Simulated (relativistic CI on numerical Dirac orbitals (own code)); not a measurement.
# Pb⁴¹⁺: computed level list

These numbers are calculated, not measured: Dirac-Coulomb-Breit CI, orbitals from a KLI potential per configuration, QED by a radiative potential, unscaled Slater integrals (own radial code, finite nucleus).

Configuration list (outside the closed core [Ar] 3d10): 4s2 4p6 4d5, 4s2 4p6 4d4 4f, 4s2 4p5 4d6, 4s 4p6 4d6, 4s2 4p5 4d5 4f, 4s 4p6 4d5 4f, 4s2 4p6 4d4 5s, 4s2 4p6 4d3 4f 5s, 4s2 4p6 4d4 5p, 4s2 4p6 4d4 5d, 4s2 4p5 4d5 5s, 4p6 4d6 4f, 4s2 4p6 4d4 5f, 4s2 4p6 4d3 5s 5p, 4s 4p6 4d4 4f 5s, 4s2 4p6 4d4 5g, 4s2 4p6 4d4 6s, 4p6 4d7, 4p5 4d8, 4p5 4d7 4f, 4s2 4p6 4d3 5s2, 4s2 4p6 4d2 4f 5s2, 4s2 4p5 4d3 4f 5s2, 4s 4p6 4d3 4f 5s2. Double excitations out of closed p, d and f shells are left out; levels of such configurations are missing from the list, as are those of other unlisted configurations, and high levels can miss mixing partners. These lack a partner that the ground configuration has and come out too high: 4s2 4p5 4d5 5s.

The lowest level is 4s2 4p6 4d5 4P_5/2, with 25 % of that term; Hund's rules for 4s2 4p6 4d5 give 6S with J = 5/2, of which the calculation keeps J, while another term leads.

```
No.   Configuration  Term     J  E (cm⁻¹)   %     Next component (%)  Landé g
  1     4s2 4p6 4d5    4P   5/2         0  25                  24 2D    1.300
  2     4s2 4p6 4d5    6S   5/2    196173  36                  22 2F    1.339
  3     4s2 4p6 4d5    4G   7/2    242114  33                  24 2F    1.164
  4     4s2 4p6 4d5    2H  11/2    248689  43                  33 4G    1.105
  5     4s2 4p6 4d5    4D   3/2    249543  40                  28 4P    1.165
  6     4s2 4p6 4d5    2G   9/2    267736  31                  28 4G    1.137
  7     4s2 4p6 4d5    2D   5/2    282536  31                  27 4D    1.133
  8     4s2 4p6 4d5    4P   1/2    295346  41                  30 2S    1.777
  9     4s2 4p6 4d5    2F   7/2    298632  39                  33 2G    1.075
 10     4s2 4p6 4d5    2D   3/2    367969  60                  21 4F    0.789
 11     4s2 4p6 4d5    6S   5/2    437246  33                  27 2D    1.304
 12     4s2 4p6 4d5    4D   7/2    468606  52                  41 4G    1.214
 13     4s2 4p6 4d5    2I  11/2    471439  49                  49 4G    1.092
 14     4s2 4p6 4d5    4G   9/2    479497  61                  36 2G    1.145
 15     4s2 4p6 4d5    2I  13/2    492877  99    1 4s2 4p5 4d5 4f 2I    1.072
 16     4s2 4p6 4d5    4D   1/2    495520  77                  17 2S    0.479
 17     4s2 4p6 4d5    2F   5/2    507280  42                  31 4D    1.019
 18     4s2 4p6 4d5    4P   3/2    507348  53                  34 4F    1.176
 19     4s2 4p6 4d5    2H   9/2    532202  52                  47 4F    1.107
 20     4s2 4p6 4d5    2G   7/2    537504  61                  35 2F    0.987
 21     4s2 4p6 4d5    4F   5/2    547616  64                  26 2D    1.052
 22     4s2 4p6 4d5    2D   3/2    547705  84                  13 4D    0.858
 23     4s2 4p6 4d5    4P   1/2    573496  44                  38 2P    1.779
 24     4s2 4p6 4d5    2G   7/2    574885  46                  34 2F    1.037
 25     4s2 4p6 4d5    2G   9/2    605209  78                  11 2H    1.105
 26     4s2 4p6 4d5    2P   3/2    662530  74                  23 2D    1.187
 27     4s2 4p6 4d5    2D   5/2    678104  76                  11 4D    1.201
 28     4s2 4p6 4d5    4P   5/2    719374  33                  29 2F    1.220
 29     4s2 4p6 4d5    2F   7/2    752931  29                  28 4F    1.189
 30     4s2 4p6 4d5    2H  11/2    760352  56                  26 2I    1.074
 31     4s2 4p6 4d5    2D   3/2    766484  30                  30 4D    0.991
 32     4s2 4p6 4d5    2G   9/2    786548  53                  18 4F    1.117
 33     4s2 4p6 4d5    2D   5/2    805374  60                  23 2F    1.111
 34     4s2 4p6 4d5    2G   7/2    816687  52                  35 2F    1.012
 35     4s2 4p6 4d5    2P   1/2    846421  50                  35 2S    1.280
 36     4s2 4p6 4d5    2D   3/2    913677  75                  16 2P    0.861
 37     4s2 4p6 4d5    2D   5/2   1036132  40                  23 2F    1.157
 38     4s2 4p5 4d6   4G°  11/2   1777226  40                 39 6F°    1.300
 39     4s2 4p5 4d6   4D°   7/2   1805969  35                 18 2F°    1.291
 40     4s2 4p5 4d6   2D°   5/2   1808570  29                 27 4P°    1.274
 41     4s2 4p5 4d6   4F°   9/2   1824114  40                 22 6D°    1.279
 42  4s2 4p6 4d4 4f   4G°   5/2   1837462  21                 17 2F°    0.947
 43     4s2 4p5 4d6   2P°   1/2   1861584  38                 21 2S°    1.206
 44     4s2 4p5 4d6   4D°   7/2   1900762  33                 21 2F°    1.248
 45     4s2 4p5 4d6   4P°   3/2   1917445  16                 16 2P°    1.566
 46  4s2 4p6 4d4 4f   4G°   5/2   1923046  13     11 4s2 4p5 4d6 2D°    1.124
 47     4s2 4p5 4d6   2P°   3/2   1935088  35                 19 4P°    1.357
 48  4s2 4p6 4d4 4f   4G°   7/2   1972032  20                 17 4F°    1.113
 49     4s2 4p5 4d6   6F°   9/2   1999640  48                 17 4F°    1.365
 50     4s2 4p5 4d6   6F°  11/2   2007043  41                 20 2H°    1.238
 51     4s2 4p5 4d6   6D°   7/2   2018880  19                 18 4F°    1.362
 52     4s2 4p5 4d6   4H°  13/2   2025025  67                 19 4I°    1.180
 53     4s2 4p5 4d6   4P°   5/2   2029032  19                 17 4F°    1.268
 54     4s2 4p5 4d6   2D°   3/2   2034641  22                 20 4F°    1.130
 55  4s2 4p6 4d4 4f   6H°   5/2   2040660  11                 10 4G°    1.052
 56     4s2 4p5 4d6   6D°   9/2   2042318  19                 19 4H°    1.187
 57     4s2 4p5 4d6   2F°   7/2   2050668  34                 19 4G°    1.116
 58  4s2 4p6 4d4 4f   6H°   7/2   2061138  25                 17 4G°    0.997
 59  4s2 4p6 4d4 4f   4F°   3/2   2064967  25                 17 6G°    0.758
 60     4s2 4p5 4d6   4P°   1/2   2067924  33                 22 4D°    1.732
 61     4s2 4p5 4d6   4I°  15/2   2068487  70                 27 2K°    1.157
 62  4s2 4p6 4d4 4f   2I°  11/2   2069022  14                 14 4K°    1.029
 63  4s2 4p6 4d4 4f   6H°   5/2   2069517  12                 12 2D°    1.050
 64     4s2 4p5 4d6   2G°   9/2   2070705  15                 13 4G°    1.055
 65     4s2 4p5 4d6   2D°   3/2   2072691  18                 16 4D°    1.033
 66     4s2 4p5 4d6   4G°  11/2   2079921  24                 15 4H°    1.094
 67     4s2 4p5 4d6   4H°  13/2   2083020  42                 37 2I°    1.136
 68     4s2 4p5 4d6   2G°   9/2   2093131  21                 12 2H°    1.063
 69     4s2 4p5 4d6   4F°   5/2   2093155  13  10 4s2 4p6 4d4 4f 4F°    1.141
 70  4s2 4p6 4d4 4f   2G°   9/2   2094166  15                 13 2H°    1.090
```

Energies count from the lowest computed level; ° marks odd parity.

The mean weight of the leading LS term, summed over parents, in these 70 levels is 40 %, and that of the leading jj configuration (from the same eigenvectors) 86 %, so jj coupling describes them better and the LS labels are nominal.

At this charge energies of transitions that change n are usually good to better than 1 %, and those within a shell (Δn = 0) to a few per cent.

LS names give the leading component of a level, which can be under half, so a name can repeat, a term be missing and a line seem to break the LS rules.
